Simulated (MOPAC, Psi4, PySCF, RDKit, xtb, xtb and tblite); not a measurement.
Two geometries of C10H8N2, SMILES c1cc(ccn1)-c1cnccc1, relaxed at GFN2-xTB with one dihedral held; other torsions can differ between them too.

Structure A

```
20

C      2.8241    -0.8621    -0.4025
C      3.3317    -0.0772     0.6222
N      2.5793     0.7155     1.3657
C      1.2857     0.7681     1.1154
C      0.6665     0.0371     0.1030
C     -0.7896     0.1166    -0.1114
C     -1.3690     1.2315    -0.7100
C     -2.7403     1.2384    -0.9073
N     -3.5326     0.2389    -0.5601
C     -2.9811    -0.8219     0.0038
C     -1.6221    -0.9404     0.2447
C      1.4651    -0.8077    -0.6611
H      3.4732    -1.5011    -0.9809
H      4.3861    -0.0824     0.8645
H      0.7073     1.4272     1.7503
H     -0.7595     2.0704    -1.0102
H     -3.2314     2.0845    -1.3701
H     -3.6648    -1.6173     0.2707
H     -1.2141    -1.8277     0.7049
H      1.0237    -1.4024    -1.4488
```

Structure B

```
20

C      2.8403    -0.8240    -0.4379
C      3.3301    -0.0744     0.6211
N      2.5617     0.6766     1.3908
C      1.2676     0.7142     1.1399
C      0.6633     0.0036     0.1046
C     -0.7923     0.0863    -0.1249
C     -1.3309     1.0518    -0.9697
C     -2.7047     1.0841    -1.1456
N     -3.5364     0.2451    -0.5527
C     -3.0240    -0.6705     0.2512
C     -1.6672    -0.7960     0.5012
C      1.4812    -0.7830    -0.6995
H      3.5030    -1.4240    -1.0420
H      4.3834    -0.0717     0.8680
H      0.6765     1.3417     1.7948
H     -0.6888     1.7576    -1.4748
H     -3.1652     1.8179    -1.7944
H     -3.7392    -1.3364     0.7165
H     -1.2925    -1.5596     1.1661
H      1.0537    -1.3507    -1.5142
```

Task: Which is lower in energy at the level B3LYP-D3(BJ)/def2-SVP // GFN2-xTB run with Psi4, and by how much?

Result: A is lower, by 2.05 kJ/mol (dihedral C4–C5–C6–C7: 75° in A, 90° in B).

E(B) − E(A) in kJ/mol at the other levels, on the same two geometries: GFN2-xTB (xtb and tblite) 1.52; MMFF94 // GFN2-xTB (RDKit) 0.61; B3LYP/def2-SVP // GFN2-xTB (Psi4) 1.84; PBE/def2-SVP // GFN2-xTB (Psi4) 2.02; PBE-D3(BJ)/def2-SVP // GFN2-xTB (Psi4) 2.13; UFF // GFN2-xTB (RDKit) 2.51; PM3, restricted, heats of formation // GFN2-xTB (MOPAC) 0.30; PM7, restricted, heats of formation // GFN2-xTB (MOPAC) 0.24; GFN1-xTB // GFN2-xTB (xtb) 1.38; restricted B3LYP/6-31G*, spherical d, density fitting // GFN2-xTB (PySCF) 2.00; restricted Hartree-Fock/3-21G, density fitting // GFN2-xTB (PySCF) 1.02; restricted B3LYP/3-21G, density fitting // GFN2-xTB (PySCF) 1.40; restricted Hartree-Fock/STO-3G // GFN2-xTB (PySCF) 1.86.
